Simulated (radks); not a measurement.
Results of a calculation; reference values are marked as such.
Species: Br3+. Configuration: [Ar] 3d10 4s1.5 4p2 5s0.5 (fractional occupations, a model configuration). Code: a radial shooting solver on a logarithmic mesh with Libxc functionals. Model: Dirac Kohn-Sham, BP86, spin-unpolarised, spherical densities, point nucleus; open shells fill j = l - 1/2 first.

Normalised radial functions P(r) = r R(r) (large component), r in bohr:

r,3d5/2
0.004483,0.0001
0.005931,0.0001
0.007848,0.0003
0.01047,0.0007
0.01385,0.0016
0.01847,0.0036
0.02444,0.0078
0.03234,0.0166
0.04313,0.0349
0.05707,0.0696
0.07612,0.1354
0.1007,0.2453
0.1333,0.4159
0.1777,0.6580
0.2352,0.9307
0.3136,1.1792
0.415,1.2962
0.5491,1.2244
0.7323,0.9708
0.969,0.6406
1.292,0.3310
1.71,0.1308
2.263,0.0354
3.018,0.0055
3.993,0.0005
5.325,0.0000
7.046,0.0000
9.323,0.0000

3d5/2: eigenvalue -108.49 eV, 0 radial nodes, <r> = 0.588 bohr, 90 % of the charge inside 0.967 bohr.
